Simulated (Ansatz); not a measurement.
Computed with Ansatz on PBE0-D4/def2-TZVP structures; ΔE is electronic, products minus reactants. CCSD(T)/CBS is the MP2 limit (def2-TZVPP, def2-QZVPP) plus CCSD(T) − MP2 in def2-TZVPP, frozen cores. DFT in def2-TZVPP. B3LYP here is the variant with VWN-RPA as its local correlation; programs differ in this. def2 core potentials past Kr. For Sn outer-core shells are correlated without core-valence functions, which leaves a few kJ/mol of doubt a bond. Each species was taken in one conformer, which may not be the lowest.

Reaction (redistribution): `FC[SiH2][SnH2][F]` + `[F][SnH3]` → `[F][SnH2][F]` + `FC[SiH2][SnH3]`

```tsv
level	ΔE (kJ/mol)	difference from CCSD(T)/CBS
PBE-D4	-9.1	2.3
PBE0-D4	-9.6	1.8
B3LYP-D4	-6.9	4.5
ωB97M-V	-9.5	1.9
B2PLYP	-9.2	2.2
PBE	-8.9	2.5
MP2/def2-TZVPP	-13.7	-2.3
CCSD/def2-TZVPP	-11.6	-0.2
MP2/def2-QZVPP	-13.2	-1.8
MP2/CBS(def2)	-12.7	-1.3
CCSD(T)/CBS	-11.4	0
```

Largest T1 diagnostic among the species: 0.014.

In def2-TZVPP, CCSD(T) changes the Hartree–Fock value by −6.4 kJ/mol (the triples alone add −0.9 kJ/mol) and MP2 by −7.6 kJ/mol.
